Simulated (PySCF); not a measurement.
**How methods differ on the excitation energy of Ga²⁺**

Ga²⁺ [Ar] 3d10 4s1 (2S) → Ga²⁺ [Ar] 3d9 4s1 4p1 (high-spin determinant), as a difference of total energies. Computed with PySCF 2.14 in aug-cc-pVDZ-DK (6s5p3d, 36 functions), with the spin-free X2C one-electron Hamiltonian (Gaussian nucleus). The calculations carry no spin-orbit coupling.

```csv
method,excitation energy (eV)
UHF,23.565
LDA,26.000
PBE,25.515
PBE0,25.279
r2SCAN,25.173
M06-2X,25.432
MN15,26.111
r2SCANh,25.119
BLYP,25.540
```

A first-order spin-orbit estimate (lowest level to lowest level, LS coupling) adds -0.102 eV.

The determinant of the upper state mixes LS terms, which raises its energy above the lowest term, most at the Hartree-Fock and MP2 levels.
